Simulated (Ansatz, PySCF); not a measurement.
Gas-phase reaction (SMILES): CO[Si](C)(C)C [methoxy(trimethyl)silane] + Cl (HCl) → C[Si](C)(C)Cl [chloro(trimethyl)silane] + CO (CH4O); hydrogen chloride cleaves one Si-O bond, a model of a ligand-exchange step.

Structures are relaxed separately at B3LYP-D3(BJ)/def2-TZVP in Ansatz (a program for electronic structure), one conformer each, not searched for the lowest. Correlated levels leave the core frozen unless marked. Spin-orbit coupling is left out. No relativistic terms. CBS(X,Y): correlation extrapolated as X^-3; Hartree-Fock from the larger set. The bracket is a focal-point correction in the basis named. Thermal terms are rigid-rotor harmonic-oscillator values from B3LYP-D3(BJ) frequencies (Ansatz or PySCF) at 298.15 K and 1 atm. 1 Eh = 627.5095 kcal/mol.

```json
[
 {"species": "CO[Si](C)(C)C", "E, RI-MP2/CBS(cc-pV(T+d)Z,cc-pV(Q+d)Z)+[CCSD(T)-MP2]/cc-pV(D+d)Z (Ansatz) (Eh)": "-523.75841", "E, PBE0-D4/def2-TZVPD (Ansatz + dftd4) (Eh)": "-524.14897", "H - E (Eh)": "0.16410"},
 {"species": "Cl (HCl)", "E, RI-MP2/CBS(cc-pV(T+d)Z,cc-pV(Q+d)Z)+[CCSD(T)-MP2]/cc-pV(D+d)Z (Ansatz) (Eh)": "-460.37002", "E, PBE0-D4/def2-TZVPD (Ansatz + dftd4) (Eh)": "-460.66608", "H - E (Eh)": "0.01000"},
 {"species": "C[Si](C)(C)Cl", "E, RI-MP2/CBS(cc-pV(T+d)Z,cc-pV(Q+d)Z)+[CCSD(T)-MP2]/cc-pV(D+d)Z (Ansatz) (Eh)": "-868.51958", "E, PBE0-D4/def2-TZVPD (Ansatz + dftd4) (Eh)": "-869.18156", "H - E (Eh)": "0.12176"},
 {"species": "CO (CH4O)", "E, RI-MP2/CBS(cc-pV(T+d)Z,cc-pV(Q+d)Z)+[CCSD(T)-MP2]/cc-pV(D+d)Z (Ansatz) (Eh)": "-115.61353", "E, PBE0-D4/def2-TZVPD (Ansatz + dftd4) (Eh)": "-115.64059", "H - E (Eh)": "0.05533"}
]
```

### Question
Work out ΔE and ΔH at 298.15 K at the first level, then ΔH at the second.

### Answer

1. ΔE = [(-868.51958) + (-115.61353)] - [(-523.75841) + (-460.37002)] = -0.00468 Eh = -2.9 kcal/mol at RI-MP2/CBS(cc-pV(T+d)Z,cc-pV(Q+d)Z)+[CCSD(T)-MP2]/cc-pV(D+d)Z.
2. The terms H - E add up to 0.00299 Eh, so ΔH = (-0.00468 + (0.00299))×627.5095 = -1.1 kcal/mol.
3. At PBE0-D4/def2-TZVPD the same steps give ΔE = -4.5 and ΔH = -2.6 kcal/mol, a shift of -1.5 from the first level.
4. These values are not checked against measurement here, since the tables used lack a sound gas-phase enthalpy of formation for at least one species.
